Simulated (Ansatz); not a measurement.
Sn₃S₃, relaxed as a singlet with RKS r2SCAN-D4/def2-SVP in Ansatz, starting from the GFN1-xTB geometry. Force threshold 0.02 eV/Å.

In the def2 sets Sn takes a core potential; there is no spin–orbit coupling. The structure comes from a short search, and lower isomers may exist.

Start:

```xyz
6

Sn   -1.319   -0.763    0.719
Sn   -0.274    2.372    0.002
Sn    1.457   -0.438   -0.721
S     0.708    0.745    1.530
S    -0.863    0.564   -1.528
S     0.290   -2.480   -0.002
```

```csv
step,energy (eV),largest force component (eV/Å),SCF passes
1,-50001.3532,1.370,19
2,-50001.5620,0.765,27
3,-50001.6309,0.086,22
4,-50001.6318,0.019,23
```

Force components are those of the run's own axes.

End:

Cartesian coordinates in Å:
```
Sn -1.341 -0.875 0.739
Sn -0.295 2.538 0.002
Sn 1.506 -0.542 -0.741
S 0.692 0.817 1.515
S -0.862 0.639 -1.514
S 0.300 -2.578 -0.002
```

By distances, no bond broke or formed. The bond that changes most is Sn1–S5, from 2.65 to 2.76 Å (atoms count from 1).

No frequencies were taken in this run, so the end may be a saddle point.

Run time 13 s (4 threads of Arm Neoverse V1 on a shared host).
